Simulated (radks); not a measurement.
Results of a calculation; reference values are marked as such.
Initial-state core-level shifts of the cerium ion Ce2+ when its valence configuration changes from [Xe] 4f2. Level of theory: scalar-relativistic Kohn-Sham, PBEsol, spin-unpolarised, spherical densities, finite nucleus; Fermi nuclear charge, rms radius 4.8771 fm (a radial shooting solver on a logarithmic mesh with Libxc functionals). Shifts are changes of the shell-averaged eigenvalues in eV (positive: less bound); the change of the density at the nucleus, which sets a Mossbauer isomer shift, is in e/bohr^3, on a base of 3.971e+05.

| valence | 2p | 3p | 4s | 4d | density at nucleus |
|---|---|---|---|---|---|
| 6s2 | -21.015 | -23.445 | -21.831 | -20.510 | +120.27 |
| 4f1 5d1 | -6.803 | -7.915 | -7.376 | -6.814 | +19.13 |
| 4f1 6p1 | -10.598 | -11.663 | -11.078 | -10.517 | +23.50 |
| 4f1.5 5d0.5 | -3.201 | -3.716 | -3.490 | -3.233 | +8.88 |
| 6p2 | -23.043 | -25.490 | -23.860 | -22.526 | +53.76 |
| 6s1 6p1 | -22.037 | -24.475 | -22.853 | -21.526 | +87.13 |
| 5d2 | -14.954 | -17.484 | -16.028 | -14.725 | +43.09 |
